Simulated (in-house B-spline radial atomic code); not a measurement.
Computed with a B-spline radial atomic code. Model: two electrons, singlet ground state, non-relativistic, full CI in B-splines with partial waves to l = 8 (at full coupling up to 3e-4 hartree above the limit, correlation up to 0.6 % small), density held at that of full coupling by Lieb maximisation.

W(λ) is the mean repulsion in the state of coupling λ less the Hartree energy of the fixed density. Its start is exact exchange, its initial slope is twice the second-order Görling-Levy correlation energy, and its area from 0 to 1 is E_xc. A straight curve means weak, dynamic correlation, and a curve that drops fast and flattens means strong correlation.

Command:
```bash
python run_ac.py task.json out
```
Settings (lengths in bohr, energies in hartree):
```
potential              gauss
strength               28.5
lmax                   8
second                 3.17
```

Run time, properties included: 8.3 s on 1 thread of Intel(R) Xeon(R) Processor @ 2.30GHz (shared host).

**W = mean repulsion less Hartree energy, and W of three functionals.**

Given: confinement Gaussian well; well depth 28.5 hartree; well width 3.17 bohr; external potential -V exp(-r^2/w^2).

Computed: PBE exchange minus exact 48.789 millihartree; SCAN exchange minus exact 3.8595 millihartree.

| coupling | W xc (hartree) | W xc minus exchange (millihartree) | kinetic minus Kohn-Sham (millihartree) | LDA (PW92) W minus its exchange (millihartree) | PBE W minus its exchange (millihartree) | SCAN W minus its exchange (millihartree) |
| --- | --- | --- | --- | --- | --- | --- |
| 0 | -1.1455 | 0 | 0 | 0 | 0 | 0 |
| 0.02 | -1.1475 | -1.979 | 0.02 | -12.3 | -3.24 | -1.9 |
| 0.05 | -1.1505 | -4.917 | 0.12 | -25.29 | -7.92 | -4.69 |
| 0.12 | -1.1572 | -11.633 | 0.69 | -48.65 | -18.2 | -10.99 |
| 0.25 | -1.1691 | -23.608 | 2.9 | -81.5 | -35.53 | -22.11 |
| 0.4 | -1.1822 | -36.665 | 7.13 | -111.32 | -53.4 | -34.15 |
| 0.6 | -1.1984 | -52.907 | 15.23 | -143.72 | -74.64 | -49.11 |
| 0.8 | -1.2135 | -67.93 | 25.73 | -170.85 | -93.6 | -62.98 |
| 1 | ? | ? | ? | ? | ? | ? |
| 1.4 | -1.2523 | -106.79 | 68.05 | -233.74 | -140.91 | -99.35 |
| 2 | -1.2837 | -138.21 | 121.14 | -280.38 | -178.37 | -129.59 |
| 3 | ? | ? | ? | ? | ? | ? |
| 4.5 | -1.3674 | -221.87 | 381.01 | -399.26 | -280.25 | -215.66 |
| 7 | -1.4133 | -267.74 | 639.91 | -466.17 | -340.41 | -266.69 |
| 10 | -1.4473 | -301.77 | 925.34 | -518.46 | -388.38 | -305.61 |

Task: What belongs in the row 1?

Result: W xc (hartree): -1.2274; W xc minus exchange (millihartree): -81.85; kinetic minus Kohn-Sham (millihartree): 38.24; LDA (PW92) W minus its exchange (millihartree): -194.33; PBE W minus its exchange (millihartree): -110.77; SCAN W minus its exchange (millihartree): -75.91.

Task: What belongs in the row 3?

Result: W xc (hartree): -1.3243; W xc minus exchange (millihartree): -178.81; kinetic minus Kohn-Sham (millihartree): 221.61; LDA (PW92) W minus its exchange (millihartree): -338.28; PBE W minus its exchange (millihartree): -227.02; SCAN W minus its exchange (millihartree): -170.23.

Task: What is the LDA exchange minus exact?

Result: 166.21 millihartree.

**Energy parts, natural occupations and partial-wave weights.**

Computed: total energy -48.9143 hartree; exchange energy -1.1455 hartree; correlation energy -0.043608 hartree; initial slope twice GL2 -0.099358 hartree; kinetic part over minus potential part 0.46721; Kohn-Sham kinetic 3.0956 hartree; Lieb Oxford ratio E_xc over LDA exchange 1.2142.

| natural | occupation of the shell (electrons) |
| --- | --- |
| s | 1.9868 |
| p | 0.011865 |
| s | 0.00070204 |
| d | ? |
| p | 9.9502e-05 |
| f | 5.7993e-05 |

Task: What belongs in the row d?

Result: occupation of the shell (electrons): 0.00045714.

```tsv
wave	weight
s	0.99373
p	?
d	0.0002394
f	3.2034e-05
g	7.2327e-06
```

Task: What belongs in the row p?

Result: weight: 0.0059853.

Task: What is the Hartree energy?

Result: 2.2911 hartree.

Task: What is the kinetic part of the DFT correlation energy?

Result: 0.038241 hartree.

Half-way to full coupling W has made 55 % of its drop, against 50 % for a straight line, and second-order (GL2) theory, half the initial slope, overshoots the correlation energy by about 14 %: a moderate bend, as in light atoms. Over couplings 0 to 1 the errors in E_xc come to about +90 millihartree for LDA, +31 millihartree for PBE, +6.9 millihartree for SCAN, so SCAN is nearest. In LDA and PBE the errors of exchange and correlation have opposite signs, so the sum is smaller than the larger of the two.
